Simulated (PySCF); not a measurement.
**A small calculation by hand: entropy of an ideal gas**

boron monoxide dimer (B2O2), SMILES O=BB=O.

The structure is a stationary point at PBE0-D3(BJ)/def2-TZVP. One conformer was computed; it need not be the lowest.

PBE0-D3(BJ)/def2-TZVP in PySCF gives the harmonic wavenumbers 214, 214, 498, 498, 613, 1985, 2158 cm⁻¹ and the rotational temperature 0.1676 K. The molar mass is 53.62 g/mol, the symmetry number 2, the spin multiplicity 1.

Work out the entropy at 298.15 K and 1 atm in the rigid-rotor, harmonic-oscillator model.


Translation (Sackur–Tetrode at 1 atm): S = R[1.5 ln M + 2.5 ln T − 1.16487] = 158.4 J/(mol K).
Rotation: q = T/(σ θ) = 889, S = R[ln q + 1] = 64.8 J/(mol K).
Vibration: with u = 1.4388 ν/T, each mode gives R[u/(e^u − 1) − ln(1 − e^−u)]:
```json
[
 {"ν (cm⁻¹)": "214", "modes": "2", "u": "1.03", "S (J/(mol K))": "16.81"},
 {"ν (cm⁻¹)": "498", "modes": "2", "u": "2.40", "S (J/(mol K))": "5.55"},
 {"ν (cm⁻¹)": "613", "modes": "1", "u": "2.96", "S (J/(mol K))": "1.79"},
 {"ν (cm⁻¹)": "1985", "modes": "1", "u": "9.58", "S (J/(mol K))": "0.01"}
]
```
The stiffer modes add less than 0.005 each. Sum 24.2 J/(mol K).
Spin: R ln 1 = 0.0 J/(mol K).
Total 247.3 J/(mol K); the program's own thermochemistry gives 247.4. Translation makes up 64 % and vibration 10 %. Anharmonicity, hindered rotation and orbital degeneracy are left out.
